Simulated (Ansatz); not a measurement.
Computed with Ansatz on PBE0-D4/def2-TZVP structures; ΔE is electronic, products minus reactants. CCSD(T)/CBS adds triple-zeta CCSD(T) − MP2 to the extrapolated MP2 energy (def2 sets, frozen cores). This one scheme is used for every species. DFT in def2-TZVPP. B3LYP here is the variant with VWN-RPA as its local correlation; programs differ in this. def2 core potentials past Kr. For In outer-core shells are correlated without core-valence functions, which leaves a few kJ/mol of doubt a bond. One conformer a species, not always the lowest.

Consider the ligand exchange at the In–N bond: `O=C=[N][In]([Cl])[Cl]` + `[SiH3]N[SiH3]` → `[SiH3][N]([SiH3])[In]([Cl])[Cl]` + `N=C=O`.

`O=C=[N][In]([Cl])[Cl]`:

Cartesian coordinates in Å:
```
O 2.495 1.531 -0.181
C 1.576 0.942 0.224
N 0.654 0.344 0.724
In -0.967 -0.588 0.004
Cl -2.398 -1.580 1.485
Cl -1.360 -0.648 -2.256
```

`[SiH3]N[SiH3]`:

```xyz
10

Si   -0.039    1.506   -0.410
N     0.097    0.123    0.613
Si   -0.002   -1.549    0.197
H    -0.511    1.032   -1.735
H     1.258    2.218   -0.585
H    -1.007    2.488    0.149
H     0.319    0.318    1.580
H    -0.477   -1.629   -1.206
H    -0.950   -2.265    1.093
H     1.312   -2.242    0.303
```

`[SiH3][N]([SiH3])[In]([Cl])[Cl]`:

```xyz
12

Si    0.727   -1.222    0.989
N     0.010    0.011   -0.004
Si   -1.586   -0.235   -0.649
In    1.013    1.712   -0.399
Cl    3.214    1.974    0.220
Cl   -0.025    3.453   -1.491
H     1.807   -0.619    1.811
H     1.303   -2.323    0.171
H    -0.316   -1.801    1.879
H    -1.757   -1.681   -0.959
H    -2.643    0.164    0.319
H    -1.747    0.567   -1.888
```

`N=C=O`:

Cartesian coordinates in Å:
```
N -0.557 -0.189 -0.491
C 0.397 -0.147 0.249
O 1.335 -0.242 0.928
H -1.175 0.578 -0.686
```

(1) Is it downhill or uphill in electronic energy at CCSD(T)/CBS, and by how much? (An estimate is asked.)

(2) What do these levels give: PBE-D4, r2SCAN-D4, B97M-V, B2PLYP, PBE-QIDH, r2SCAN, PBE0, B3LYP, r2SCANh, r2SCAN0, SCS-MP2/def2-QZVPP, HF/CBS(def2)? (Best estimate.)

Largest T1 diagnostic among the species: 0.018.

Results:

(1) The calculation gave: Uphill: ΔE = +0.22 eV.

(2) Computed: PBE-D4 0.21, r2SCAN-D4 0.25, B97M-V 0.31, B2PLYP 0.33, PBE-QIDH 0.30, r2SCAN 0.27, PBE0 0.34, B3LYP 0.39, r2SCANh 0.29, r2SCAN0 0.32, SCS-MP2/def2-QZVPP 0.26, HF/CBS(def2) 0.59 eV.

From r2SCAN to r2SCAN0 (25 % exact exchange), in def2-TZVPP and without D4, ΔE moves by +0.05 eV. At CCSD(T), def2-SVP lies +0.03 eV from the extrapolated value and def2-TZVPP +0.03 eV.
